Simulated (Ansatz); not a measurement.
Ansatz (a first-principles code) input:

Ansatz 0.2 input:
```yaml
crystal:
  periodic: [false, false, false]
  atoms:
    - {symbol: Al, position_ang: [-0.15526539, -0.72569440, -0.28210757]}
    - {symbol: C, position_ang: [0.39017292, 1.03799155, 0.41475884]}
    - {symbol: H, position_ang: [-0.08535335, 1.20433579, 1.38767278]}
    - {symbol: H, position_ang: [0.02484031, 1.82089132, -0.25900463]}
    - {symbol: H, position_ang: [1.46645436, 1.16248934, 0.53339726]}
    - {symbol: H, position_ang: [-1.72852874, -0.98163855, -0.48322008]}
basis:
  gaussian:
    orbitals: def2-TZVP
hamiltonian:
  xc: {name: PBE0}
magnetization: {spin_polarized: true, initial_magnetization: 1}
relax: {f_tol: 0.003, max_steps: 100}
```

**Question.** Which total energy does the run end on?

**Answer.** -282.74071 Eh (PBE0/def2-TZVP). The basis has 92 functions.

It need not be the lowest isomer of its formula.
